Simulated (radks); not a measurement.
Question: Species: Sb2+. Configuration: [Kr] 4d10 5s2 5p1. Method: Dirac Kohn-Sham, Slater X-alpha with alpha = 0.937, spin-unpolarised, spherical densities, finite nucleus; open shells are shared between the two j in proportion to 2j + 1; Fermi nuclear charge, rms radius 4.6802 fm; computed with a radial shooting solver on a logarithmic mesh with Libxc functionals. Some entries of the table are withheld. Estimate them.

| orbital | occ. | eigenvalue (eV) | <r^2> (bohr^2) | <1/r> (bohr^-1) |
|---|---|---|---|---|
| 1s1/2 | 2 | -30454.36 | 0.001091 | 54.38 |
| 2s1/2 | 2 | -4679.127 | 0.01756 | 12.67 |
| 2p1/2 | 2 | -4390.247 | 0.01300 | (1) |
| 2p3/2 | 4 | -4135.144 | 0.01429 | (2) |
| 3s1/2 | 2 | -942.6996 | 0.1234 | 4.505 |
| 3p1/2 | 2 | -822.7479 | 0.1179 | 4.421 |
| 3p3/2 | 4 | -775.2775 | 0.1261 | 4.196 |
| 3d3/2 | 4 | -561.4091 | (3) | 4.052 |
| 3d5/2 | 6 | -551.4344 | (4) | 3.994 |
| 4s1/2 | 2 | -175.1121 | 0.6927 | 1.791 |
| 4p1/2 | 2 | -133.9253 | 0.7689 | 1.681 |
| 4p3/2 | 4 | -124.9975 | 0.8232 | 1.608 |
| 4d3/2 | 4 | -58.9664 | 1.149 | 1.345 |
| 4d5/2 | 6 | -57.6244 | 1.177 | 1.327 |
| 5s1/2 | 2 | -32.0411 | 4.566 | 0.6462 |
| 5p1/2 | 0.333333 | -22.7489 | 6.090 | 0.5543 |
| 5p3/2 | 0.666667 | -21.7362 | 6.496 | 0.5341 |

Answer: 
(1) 2p1/2 <1/r> (bohr^-1): 12.66
(2) 2p3/2 <1/r> (bohr^-1): 11.75
(3) 3d3/2 <r^2> (bohr^2): 0.1068
(4) 3d5/2 <r^2> (bohr^2): 0.1093
